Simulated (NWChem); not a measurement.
System: CH3BrMgO; SMILES C[O][Mg][Br]

The following NWChem deck was run.

```
start job
memory heap 200 mb stack 900 mb global 1100 mb
geometry units angstroms noautosym nocenter noautoz
  Mg     0.017947     0.517054    -0.000008
  Br     0.141596    -1.825178     0.000032
  O     -0.074429     2.272608     0.000039
  C     -0.147270     3.657834    -0.000061
  H     -0.613074     4.039689     0.922784
  H      0.851781     4.116654    -0.076100
  H     -0.744524     4.032653    -0.846953
end
basis spherical
  * library pcsseg-1
end
dft
  xc pbe0
  iterations 150
end
property
  shielding 5 1 2 3 4 5
end
task dft property
```

Excerpt of the output:

```
             Northwest Computational Chemistry Package (NWChem) 7.3.0
             --------------------------------------------------------

                             Geometry "geometry" -> ""
                             -------------------------

 Output coordinates in angstroms (scale by  1.889725989 to convert to a.u.)

  No.       Tag          Charge          X              Y              Z
 ---- ---------------- ---------- -------------- -------------- --------------
    1 Mg                  12.0000     0.01794700     0.51705400    -0.00000800
    2 Br                  35.0000     0.14159600    -1.82517800     0.00003200
    3 O                    8.0000    -0.07442900     2.27260800     0.00003900
    4 C                    6.0000    -0.14727000     3.65783400    -0.00006100
    5 H                    1.0000    -0.61307400     4.03968900     0.92278400
    6 H                    1.0000     0.85178100     4.11665400    -0.07610000
    7 H                    1.0000    -0.74452400     4.03265300    -0.84695300

 Effective nuclear repulsion energy (a.u.)     240.5561950133

                              NWChem Property Module
                              ----------------------

  itol2e modified to match energy
  convergence criterion.

                                 NWChem DFT Module
                                 -----------------

 Summary of "ao basis" -> "ao basis" (spherical)
 ------------------------------------------------------------------------------
       Tag                 Description            Shells   Functions and Types
 ---------------- ------------------------------  ------  ---------------------
 Mg                         pcsseg-1                 8       16   4s4p
 Br                         pcsseg-1                15       41   5s7p3d
 O                          pcsseg-1                 7       17   3s3p1d
 C                          pcsseg-1                 7       17   3s3p1d
 H                          pcsseg-1                 3        5   2s1p

  itol2e modified to match energy
  convergence criterion.

            General Information
            -------------------
          SCF calculation type: DFT
          Wavefunction type:  closed shell.
          No. of atoms     :     7
          No. of electrons :    64
           Alpha electrons :    32
            Beta electrons :    32
          Charge           :     0
          Spin multiplicity:     1
          Use of symmetry is: off; symmetry adaption is: off
          Maximum number of iterations: 150
          AO basis - number of functions:   106
                     number of shells:    46
          Convergence on energy requested:  1.00D-07
          Convergence on density requested:  1.00D-05
          Convergence on gradient requested:  5.00D-04

              XC Information
              --------------
                         PBE0 Method XC Functional
                     Hartree-Fock (Exact) Exchange  0.250
          PerdewBurkeErnzerhof Exchange Functional  0.750
            Perdew 1991 LDA Correlation Functional  1.000 local
           PerdewBurkeErnz. Correlation Functional  1.000 non-local

             Grid Information
             ----------------
          Grid used for XC integration:  fine
          Radial quadrature: Mura-Knowles
          Angular quadrature: Lebedev.
          Tag              B.-S. Rad. Rad. Pts. Rad. Cut. Ang. Pts.
          ---              ---------- --------- --------- ---------
          Mg                  1.50      123          11.0       770
          Br                  1.15      140          14.0       974
          O                   0.60       70          11.0       590
          C                   0.70       70          13.0       590
          H                   0.35       60          13.0       590
          Grid pruning is: on
          Number of quadrature shells:   583
          Spatial weights used:  Erf1

      Superposition of Atomic Density Guess
      -------------------------------------

 Sum of atomic energies:       -2885.59016592

      Non-variational initial energy
      ------------------------------

 Total energy =   -2886.623492
 1-e energy   =   -4495.491814
 2-e energy   =    1368.312127
 HOMO         =      -0.385830
 LUMO         =      -0.091041

   convergence    iter        energy       DeltaE   RMS-Dens  Diis-err
 ---------------- ----- ----------------- --------- --------- ---------
 d= 0,ls=0.0,diis     1  -2888.5411792357 -3.13D+03  1.07D-02  2.00D+00
 d= 0,ls=0.0,diis     2  -2888.4462552879  9.49D-02  7.94D-03  2.03D+00
 d= 0,ls=0.0,diis     3  -2888.6072406143 -1.61D-01  2.10D-03  3.12D-01
 d= 0,ls=0.0,diis     4  -2888.6331019331 -2.59D-02  6.42D-04  9.40D-03
 d= 0,ls=0.0,diis     5  -2888.6337540439 -6.52D-04  1.53D-04  6.42D-04
  Resetting Diis
 d= 0,ls=0.0,diis     6  -2888.6338105001 -5.65D-05  1.91D-05  6.89D-06
 d= 0,ls=0.0,diis     7  -2888.6338111142 -6.14D-07  1.07D-05  7.11D-07
 d= 0,ls=0.0,diis     8  -2888.6338111182 -3.95D-09  5.46D-06  7.65D-07

[...]

          -----------------------------------------
          Chemical Shielding Tensors (GIAO, in ppm)
          -----------------------------------------

                                NWChem CPHF Module
                                ------------------

  scftype          =     RHF
  nclosed          =       32
  nopen            =        0
  variables        =     2368
  # of vectors     =        3
  tolerance        = 0.10D-03
  level shift      = 0.00D+00
  max iterations   =       50
  max subspace     =       30

 SCF residual:    3.0995364357807188E-004

Iterative solution of linear equations
  No. of variables     2368
  No. of equations        3
  Maximum subspace       30
        Iterations       50
       Convergence  1.0D-04

   iter   nsub   residual    time
   ----  ------  --------  ---------
     1      3    7.06D-01      31.0
     2      6    2.53D-02      36.6
     3      9    9.73D-04      42.2
     4     12    3.74D-05      47.9

      Atom:    1  Mg
        Diamagnetic
    704.9772     -0.6505      0.0000
     -0.6505    717.2790     -0.0000
      0.0000     -0.0000    704.9429

        Paramagnetic
   -273.4015    -14.1503      0.0001
    -14.1503     -5.6027     -0.0029
      0.0001     -0.0029   -274.1468

        Total Shielding Tensor
    431.5758    -14.8007      0.0001
    -14.8007    711.6762     -0.0029
      0.0001     -0.0029    430.7961

           isotropic =     524.6827
          anisotropy =     281.6602

          Principal Components and Axis System
                 1           2           3
              712.4562    430.7961    430.7958

      1        -0.0526     -0.1062      0.9930
      2         0.9986     -0.0056      0.0523
      3        -0.0000      0.9943      0.1063

      Atom:    2  Br
        Diamagnetic
   3120.4788     -0.4714      0.0000
     -0.4714   3129.3759     -0.0002
      0.0000     -0.0002   3120.4538

        Paramagnetic
    -31.8749     -1.6308      0.0000
     -1.6308     -0.9250      0.0000
      0.0000      0.0000    -31.9609

        Total Shielding Tensor
   3088.6038     -2.1021      0.0000
     -2.1021   3128.4509     -0.0002
      0.0000     -0.0002   3088.4929

           isotropic =    3101.8492
          anisotropy =      40.0684

          Principal Components and Axis System
                 1           2           3
             3128.5615   3088.4932   3088.4929

      1        -0.0525      0.9909     -0.1242
      2         0.9986      0.0521     -0.0065
      3        -0.0000      0.1244      0.9922

      Atom:    3  O
        Diamagnetic
    394.3081     -1.7681      0.0001
     -1.7681    427.8564     -0.0007
      0.0001     -0.0007    394.2151

        Paramagnetic
    -15.2885      2.3728      0.0000
      2.3728    -60.4140      0.0076
      0.0000      0.0076    -15.1629

        Total Shielding Tensor
    379.0197      0.6047      0.0001
      0.6047    367.4424      0.0068
      0.0001      0.0068    379.0522

           isotropic =     375.1714
          anisotropy =       5.8214

          Principal Components and Axis System
                 1           2           3
              379.0524    379.0510    367.4109

      1         0.3383      0.9396     -0.0520
      2         0.0182      0.0487      0.9986
      3         0.9409     -0.3388     -0.0006

      Atom:    4  C
        Diamagnetic
    236.9055     -1.0331      0.0001
     -1.0331    256.4972     -0.0014
      0.0001     -0.0014    236.8511

        Paramagnetic
   -136.1277     -3.3538      0.0003
     -3.3538    -72.4895     -0.0039
      0.0003     -0.0039   -136.3017

        Total Shielding Tensor
    100.7778     -4.3869      0.0004
     -4.3869    184.0077     -0.0054
      0.0004     -0.0054    100.5494

           isotropic =     128.4450
          anisotropy =      83.6900

          Principal Components and Axis System
                 1           2           3
              184.2383    100.5494    100.5472

      1        -0.0525      0.0472      0.9975
      2         0.9986      0.0025      0.0524
      3        -0.0001      0.9989     -0.0472

      Atom:    5  H
        Diamagnetic
     24.8922     -3.2837     -4.8351
     -3.2837     30.2739      5.9394
     -4.8351      5.9394     31.7486

        Paramagnetic
     -0.9925      1.1780      3.1662
      1.1780      1.9044     -2.5814
      3.1662     -2.5814     -5.6757

        Total Shielding Tensor
     23.8997     -2.1057     -1.6689
     -2.1057     32.1783      3.3579
     -1.6689      3.3579     26.0729

           isotropic =      27.3836
          anisotropy =      10.3986

          Principal Components and Axis System
                 1           2           3
               34.3161     24.8519     22.9830

      1        -0.2432     -0.3630      0.8995
      2         0.8801     -0.4724      0.0474
      3         0.4078      0.8032      0.4344
```

Level: PBE0/pcSseg-1, GIAO. The geometry was optimised at B3LYP/6-31G* (spherical d). The printed shielding anisotropy is the first printed principal value minus the mean of the other two.
